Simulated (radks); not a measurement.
Values are calculated unless marked as measured or tabulated.
Hf IV, configuration [Xe] 4f14 5d1.

Code: a radial shooting solver on a logarithmic mesh with Libxc functionals. Model: Dirac Kohn-Sham, LDA (Slater exchange, Perdew-Wang correlation), spin-unpolarised, spherical densities, finite nucleus; open shells fill j = l - 1/2 first; Fermi nuclear charge, rms radius 5.347 fm.

Energy parts (hartree):
total: -15084.9429
kinetic: 16862.9576
electron-nucleus: -37501.2425
Hartree: 5853.1575
exchange-correlation: -299.8154

Orbitals (lengths in bohr, moments of r in powers of bohr):
1s1/2: occ. 2; eigenvalue (hartree) -2394.210; <r^2> 0.0004959
2s1/2: occ. 2; eigenvalue (hartree) -410.0986; <r^2> 0.007593
2p1/2: occ. 2; eigenvalue (hartree) -391.9407; <r^2> 0.005436
2p3/2: occ. 4; eigenvalue (hartree) -348.1915; <r^2> 0.006642
3s1/2: occ. 2; eigenvalue (hartree) -94.19165; <r^2> 0.04978
3p1/2: occ. 2; eigenvalue (hartree) -86.10248; <r^2> 0.04576
3p3/2: occ. 4; eigenvalue (hartree) -76.72967; <r^2> 0.05244
3d3/2: occ. 4; eigenvalue (hartree) -62.95350; <r^2> 0.04083
3d5/2: occ. 6; eigenvalue (hartree) -60.90723; <r^2> 0.04266
4s1/2: occ. 2; eigenvalue (hartree) -19.75216; <r^2> 0.2481
4p1/2: occ. 2; eigenvalue (hartree) -16.43548; <r^2> 0.2569
4p3/2: occ. 4; eigenvalue (hartree) -14.28257; <r^2> 0.2938
4d3/2: occ. 4; eigenvalue (hartree) -8.81283; <r^2> 0.3248
4d5/2: occ. 6; eigenvalue (hartree) -8.41853; <r^2> 0.3391
4f5/2: occ. 6; eigenvalue (hartree) -1.66421; <r^2> 0.5723
4f7/2: occ. 8; eigenvalue (hartree) -1.59981; <r^2> 0.5949
5s1/2: occ. 2; eigenvalue (hartree) -3.46372; <r^2> 1.438
5p1/2: occ. 2; eigenvalue (hartree) -2.51447; <r^2> 1.779
5p3/2: occ. 4; eigenvalue (hartree) -2.21939; <r^2> 2.080
5d3/2: occ. 1; eigenvalue (hartree) -1.01992; <r^2> 4.200
5d5/2: occ. 0; eigenvalue (hartree) -0.99406; <r^2> 4.400

The highest occupied level is 5d3/2 at -27.753 eV. The electron density at the nucleus is 1.204e+06 e/bohr^3.
